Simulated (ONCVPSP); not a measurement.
Reading a pseudo-wave (Hg)

Columns: radius, all-electron u(r) and pseudo u(r) of the 5d shell (level -9.88 eV) of mercury in the configuration [Kr] 4d10 4f14 5s2 5p6 5d10 6s2; PBEsol, scalar-relativistic, ONCV scheme, ONCVPSP 4.0.1.

```csv
r (bohr),all-electron,pseudo
0.088,0.2832,0.0022
0.175,0.0723,0.0168
0.262,-0.3158,0.0532
0.350,-0.4380,0.1173
0.438,-0.3100,0.2079
0.525,-0.0677,0.3177
0.612,0.1947,0.4382
0.700,0.4299,0.5598
0.788,0.6156,0.6706
0.875,0.7477,0.7615
0.962,0.8337,0.8291
1.050,0.8822,0.8724
1.138,0.9007,0.8918
1.225,0.8970,0.8910
1.312,0.8777,0.8744
1.400,0.8475,0.8459
1.487,0.8107,0.8100
1.575,0.7693,0.7691
1.662,0.7264,0.7263
1.750,0.6824,0.6823
1.838,0.6389,0.6388
1.925,0.5970,0.5969
2.012,0.5567,0.5567
2.100,0.5179,0.5179
2.188,0.4812,0.4811
2.275,0.4470,0.4469
```

**Question.** How many radial nodes do the two functions have?

**Answer.** The all-electron 5d function has n − l − 1 = 2; the pseudo-wave has 0, since the states of the same l below it are removed with the core.

**Question.** At about which radius was the pseudo-wave matched?

**Answer.** 1.75 bohr. The columns agree to 0.0005 from 1.57 bohr on; several derivatives are matched, so the curves merge somewhat inside the radius.

**Question.** Is the pseudo-wave norm-conserving?

**Answer.** Yes: the ONCV scheme keeps the norm inside the radius equal to the all-electron one, which fixes the energy derivative of the logarithmic derivative at the level.
